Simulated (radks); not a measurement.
Results of a calculation; reference values are marked as such.
How relativity changes the ionisation of the germanium ion Ge+ ([Ar] 3d10 4s2 4p1) to Ge2+ ([Ar] 3d10 4s2). Spin-unpolarised spherical Kohn-Sham, PBE, point nucleus unless stated (finite: rms radius 4.0742 fm), a radial shooting solver on a logarithmic mesh with Libxc functionals. A level marked "c x" has the speed of light scaled by that factor and shares open shells by 2j + 1; other Dirac levels either fill j = l - 1/2 first or share by 2j + 1.

level                               E(Ge+) (hartree)  E(Ge2+) (hartree)  IE (eV)   HOMO  <r> HOMO (bohr)
non-rel.                                 -2076.35808        -2075.79034   15.449     4p            2.562
scalar-rel.                              -2098.55962        -2097.99223   15.439     4p            2.555
scalar-rel., finite nucleus              -2098.54682        -2097.97943   15.439     4p            2.555
Dirac, 2j+1 shares                       -2098.65893        -2098.09143   15.442  4p3/2            2.568
Dirac, low j first                       -2098.66489        -2098.09143   15.605  4p1/2            2.531
Dirac, 2j+1 shares, finite nucleus       -2098.64612        -2098.07862   15.442  4p3/2            2.568
Dirac, c x 1.25                          -2090.49132        -2089.92374   15.445  4p3/2            2.566
Dirac, c x 3                             -2078.77732        -2078.20961   15.448  4p3/2            2.563
Dirac, c x 100                           -2076.36025        -2075.79251   15.449  4p3/2            2.562

NIST Atomic Spectra Database: 15.935 eV (measured). The relativistic part of the total energy of Ge+ is -22.29 hartree (Dirac, 2j+1 shares, finite nucleus), 1.1 % of the non-relativistic value. Spin polarisation and multiplet splitting of open shells are left out at every level.

Beside tabulated values, note that spin-unpolarised runs miss the spin-polarisation part of the exchange energy of open shells.
